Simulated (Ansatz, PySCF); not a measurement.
Process, species as SMILES: CCCCCCO → CCCC[CH]CO + H atom (the C-H bond at the site shown breaks; other sites are not compared here)
Geometries: B3LYP-D3(BJ)/def2-TZVP minima from Ansatz (a program for electronic structure), one conformer each, not searched for the lowest. Frequencies are from Ansatz or PySCF.

Wanted: bond dissociation energy (enthalpy at 298 K, with B3LYP-D3(BJ) rigid-rotor harmonic-oscillator terms), in eV. Valence correlation only, unless marked. Open shells are spin-unrestricted. No spin-orbit coupling. No relativistic terms. CBS marks a two-point X^-3 extrapolation of the correlation energy; Hartree-Fock from the larger set. The bracket is a focal-point correction in the basis named.

| level | program | bond dissociation energy (eV) | minus last row |
|---|---|---|---|
| PBE-D4/def2-TZVPD | Ansatz + dftd4 | 4.06 | -0.28 |
| revPBE/def2-TZVPD | Ansatz | 3.96 | -0.38 |
| r2SCAN-D3(BJ)/def2-TZVPD | Ansatz + dftd3 | 4.02 | -0.32 |
| r2SCAN-D4/def2-TZVPD | Ansatz + dftd4 | 4.02 | -0.32 |
| B3LYP-D4/def2-TZVPD | Ansatz + dftd4 | 4.16 | -0.18 |
| PBE0/def2-SVP | Ansatz | 4.10 | -0.24 |
| PBE0-D3(BJ)/def2-TZVPD | Ansatz + dftd3 | 4.10 | -0.24 |
| BHLYP/def2-TZVPD | Ansatz | 4.14 | -0.20 |
| HSE06-D4/def2-TZVPD | Ansatz + dftd4 | 4.10 | -0.24 |
| CAM-B3LYP/def2-TZVPD | Ansatz | 4.19 | -0.15 |
| LC-wPBE-D3(BJ)/def2-TZVPD | Ansatz + dftd3 | 4.12 | -0.22 |
| B2GP-PLYP-D3(BJ)/def2-TZVPD | Ansatz + dftd3 | 4.20 | -0.14 |
| B2GP-PLYP-D4/def2-TZVPD | Ansatz + dftd4 | 4.20 | -0.14 |
| PBE-QIDH/def2-TZVPD | Ansatz | 4.17 | -0.17 |
| MP2/STO-3G | Ansatz | 4.88 | 0.54 |
| CCSD/6-31G | Ansatz | 3.82 | -0.52 |
| CCSD/6-31G* | Ansatz | 3.96 | -0.38 |
| CCSD/cc-pVDZ | Ansatz | 4.13 | -0.21 |
| CCSD(T)/6-31G | Ansatz | 3.83 | -0.51 |
| CCSD(T)/6-31G* | Ansatz | 3.97 | -0.37 |
| RI-MP2/CBS(cc-pVTZ,cc-pVQZ)+[CCSD(T)-MP2]/cc-pVTZ | Ansatz | 4.34 | 0.00 |
